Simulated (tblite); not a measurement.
Compound: C5H8O3 (charge +1 and doublet state).
Atom-mapped SMILES: `[O+:1]=[CH:2][O:3][CH2:4][C@H:5]1[CH2:6][CH2:7][O:8]1` (hydrogens: H9 on C2; H10, H11 on C4; H12 on C5; H13, H14 on C6; H15, H16 on C7)

Geometry (GFN2-xTB, Å), atoms numbered from 1 in this order:
```
atom  x, y, z in Å
O1     2.167    1.095    0.390
C2     2.600    0.248   -0.357
O3     1.990   -0.820   -0.771
C4     0.706   -1.197   -0.276
C5    -0.181   -0.057    0.232
C6    -1.271    0.664   -0.558
C7    -2.128    0.338    0.664
O8    -1.061   -0.399    1.243
H9     3.607    0.321   -0.799
H10    0.850   -1.903    0.553
H11    0.226   -1.723   -1.109
H12    0.608    0.695    0.621
H13   -1.566    0.159   -1.477
H14   -1.115    1.719   -0.774
H15   -2.441    1.174    1.298
H16   -2.999   -0.306    0.494
```

Level: GFN2-xTB in tblite, geometry and Hessian alike; calculated harmonic values, unscaled, isolated species. Against measured fundamentals such values can be off by several per cent, at times by over 20. One conformer, not necessarily the lowest. Open shells enter through the occupations alone, without spin polarisation, and single modes of such species can be off by tens of per cent.

Harmonic wavenumbers (cm⁻¹): 62.7, 114.7, 135.0, 250.9, 305.1, 386.4, 415.1, 433.9, 718.7, 757.2, 814.8, 873.5, 892.6, 918.1, 961.4, 1006.3, 1013.5, 1034.9, 1053.7, 1067.8, 1078.1, 1132.4, 1159.6, 1181.0, 1195.9, 1202.6, 1222.8, 1240.2, 1269.0, 1297.4, 1386.1, 1393.9, 1404.7, 1674.8, 2204.9, 2844.5, 2917.2, 2928.4, 2941.4, 2947.7, 3005.4, 3024.5.

A = 4557, B = 1305, C = 1205 MHz; mass 116.047 u (most abundant isotopes); point group C1, symmetry number 1; spin multiplicity 2.

What is the zero-point energy?

½Σν̃ = 26934 cm⁻¹ = 322.21 kJ/mol.

What is S at 500 K and 1 bar for an ideal gas of classical rigid rotors and harmonic oscillators?

Translation 178.89, rotation 124.42, vibration 142.53, spin (R ln 2) 5.76: S = 451.6 J/(mol K).

And Cp and H(500 K) − H(0)?

Cp = 197.26 J/(mol K), of which vibrations give 164.01 (their classical limit is 42 R = 349.2); H(500 K) − H(0) = 55.38 kJ/mol without the zero-point energy, 38.76 from vibrations.

Blend soft modes into free rotors: weight 1/[1 + (100 cm⁻¹/ν̃)⁴] for the oscillator and the rest for a rotor with moment μB/(μ + B), μ = h/(8π²ν), B = 10⁻⁴⁴ kg m². What vibrational entropy results?

134.60 J/(mol K) in place of 142.53, which changes −T·S at 500 K by +3.97 kJ/mol.

Which modes carry the vibrational entropy at 500 K?

62.7 cm⁻¹: 22.56; 114.7 cm⁻¹: 17.57; 135.0 cm⁻¹: 16.23; 250.9 cm⁻¹: 11.20; 305.1 cm⁻¹: 9.66; 386.4 cm⁻¹: 7.85 J/(mol K); the other 36 give 57.46 together.

What must be added to the electronic energy to get the Gibbs energy at 500 K and 1 bar?

ZPE + [H(500 K) − H(0)] − T·S = 322.21 + 55.38 − 225.80 = 151.79 kJ/mol.

How do the functions run with temperature in this model?

| T (K) | S (J/(mol K)) | Cp (J/(mol K)) | H − H(0) (kJ/mol) | G − H(0) (kJ/mol) | ln q(vib) |
| --- | --- | --- | --- | --- | --- |
| 100 | 276.1 | 61.4 | 4.60 | -23.01 | 0.94 |
| 200 | 327.2 | 89.5 | 12.13 | -53.31 | 2.55 |
| 300 | 370.0 | 125.4 | 22.80 | -88.19 | 4.22 |
| 800 | 560.6 | 265.1 | 125.76 | -322.73 | 13.47 |
| 1000 | 622.9 | 292.8 | 181.72 | -441.22 | 17.12 |

q(vib) and H(0) count from the zero-point level.

Hindered rotation and anharmonicity are outside this model. Other conformers, if any are populated, would add a mixing term that is left out. The structure is chiral; the term R ln 2 for an equal mix with its mirror image is left out.
